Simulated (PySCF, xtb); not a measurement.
3,6-dihydro-2H-pyran (C5H8O), SMILES C1=CCOCC1. The values are those of a single conformer.

Harmonic wavenumbers (cm⁻¹) from GFN2-xTB (xtb) at its own minimum, in rising order: 146, 297, 372, 480, 502, 676, 771, 886, 910, 930, 948, 986, 1006, 1062, 1079, 1102, 1171, 1181, 1203, 1265, 1308, 1318, 1337, 1344, 1450, 1455, 1468, 1726, 2792, 2857, 2950, 2953, 2976, 2981, 3066, 3086.

**Question.** What does PySCF with B3LYP-D3(BJ)/def2-SVP give at its own minimum? (The exact figures need the calculation; the answer reports its results.)

**Answer.** 179, 304, 393, 491, 537, 658, 781, 861, 907, 932, 987, 1001, 1030, 1049, 1090, 1132, 1211, 1222, 1255, 1310, 1350, 1369, 1408, 1415, 1441, 1461, 1481, 1732, 2925, 2967, 3017, 3059, 3060, 3100, 3153, 3174. Paired by order, the mean absolute difference is 43 cm⁻¹ and the zero-point energies are 74.4 and 76.4 kcal/mol.
